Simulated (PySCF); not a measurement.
Precursor series Zr NH2-Br. Gas-phase values, no solvent. One relaxed conformer stands for each flexible species; it need not be the lowest.

The numbers are results of PBE-D3(BJ)/def2-TZVP // r2SCAN-D4/def2-SVP (PySCF 2.14.0), not measurements. 

```
species                                       HOMO (eV)  mean distance from the central atom to its bonded neighbours (Å)  charge on the central atom (Mulliken) (e)
-------------------------------------------  ----------  ----------------------------------------------------------------  -----------------------------------------
0 of 4 NH2 replaced by Br ([Zr(NH2)4])       (withheld)                                                             2.055                                 (withheld)
2 of 4 NH2 replaced by Br ([Zr(NH2)2(Br)2])       -6.41                                                             2.269                                       1.33
4 of 4 NH2 replaced by Br ([Zr(Br)4])             -7.66                                                             2.477                                       1.14
```

### Question
What belongs in the gaps?

### Answer

- 0 of 4 NH2 replaced by Br ([Zr(NH2)4]), HOMO (eV): -5.34
- 0 of 4 NH2 replaced by Br ([Zr(NH2)4]), charge on the central atom (Mulliken) (e): 1.51
